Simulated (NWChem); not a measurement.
**Total energies of GeSe**

```xyz
2

Ge     0.0000     0.0000     1.1173
Se     0.0000     0.0000    -1.0516
```
Charge 0, spin multiplicity 1.

Everything below was run with NWChem. The geometry was optimised at PBE/def2-SVP, a minimum by its harmonic frequencies.

Basis set: def2-TZVP (96 functions).

```json
[
 {"method": "RHF", "total energy (Ha)": "-4475.25047", "relative cost": "1"},
 {"method": "MP2", "total energy (Ha)": "-4475.73601", "relative cost": "3"},
 {"method": "B2PLYP", "total energy (Ha)": "-4477.85467", "relative cost": "4"},
 {"method": "PBE", "total energy (Ha)": "-4477.92749", "relative cost": "under 3"},
 {"method": "B3LYP", "total energy (Ha)": "-4478.67927", "relative cost": "under 3"},
 {"method": "BLYP", "total energy (Ha)": "-4478.70571", "relative cost": "under 3"},
 {"method": "CCSD(T)", "total energy (Ha)": "-4475.76018", "relative cost": "40"}
]
```

Total energies of different functionals aren't comparable as a measure of quality: only differences taken within one method are. Costs are rough ratios of processor time within this set of runs, SCF included, with RHF as 1.

The Hamiltonian is non-relativistic. The correlated methods keep 18 core orbitals frozen. B3LYP has NWChem's definition, with VWN1-RPA local correlation. The structure started from a generated list of species. Coupled-cluster values serve here as a point of comparison, not as the truth.
